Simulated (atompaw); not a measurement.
## What one change does to a pseudopotential (zirconium, PAW (atompaw))

```
Element                 : Zr (Z = 40)
Generator               : atompaw 4.2.0.5
Type                    : PAW
Functional              : PBE
Relativity              : non-relativistic
Frozen core             : [Ar] 3d10
Valence charge          : 12
Reference configuration : 4s2 4p6 4d2 5s2 5p0
Partial waves           : 4s (bound); 5s (bound); 4p (bound); 5p (bound, empty); 4d (bound); 4d channel at 0.2 Ry
Local potential         : troulliermartins scheme with l = 3 at 0 Ry, radius 2.40 bohr
Core correction         : smooth core density matched at 2.10 bohr
Augmentation charge     : sinc compensation charge, radius 2.25 bohr; PAW radius 2.60 bohr; waves and projectors: bloechl
```

Change: all radii scaled by about 0.91 (s 1.22, p 1.78, d 2.36 bohr); local potential troulliermartins scheme with l = 3 at 0 Ry, radius 2.18 bohr; augmentation sinc compensation charge, radius 2.04 bohr; PAW radius 2.36 bohr; waves and projectors: bloechl; core correction smooth core density matched at 1.90 bohr.

Cutoffs: the cutoffs (Ry, on a coarse ladder) from which the occupation-weighted sum of valence levels, in a spherical-Bessel basis at the reference potential, stays within 10 and 1 mRy of its value at 400 Ry; they do not see the model core or the augmentation charge, which bear on the density cutoff.

Task: What does the change do?

Result: The potential gets harder (30 Ry and 45 Ry → 40 Ry and 55 Ry); neither file shows a bound ghost. A smaller radius makes the pseudo-wave follow the all-electron one further in, where it bends more sharply, so more plane waves are needed.

| quantity | base | changed |
| --- | --- | --- |
| cutoff, loose | 30 Ry | 40 Ry |
| cutoff, tight | 45 Ry | 55 Ry |
| loose cutoff by channel (10 mRy a level) | s 15 Ry, p 21 Ry, d 18 Ry | s 18 Ry, p 25 Ry, d 21 Ry |
| bound ghosts | none | none |
| lowest overlap eigenvalue by channel | s 0.47, p 0.79, d 0.02 | s 0.43, p 0.71, d 0.01 |

 The cutoffs see the waves, projectors and local potential, not the compensation charge or the core.
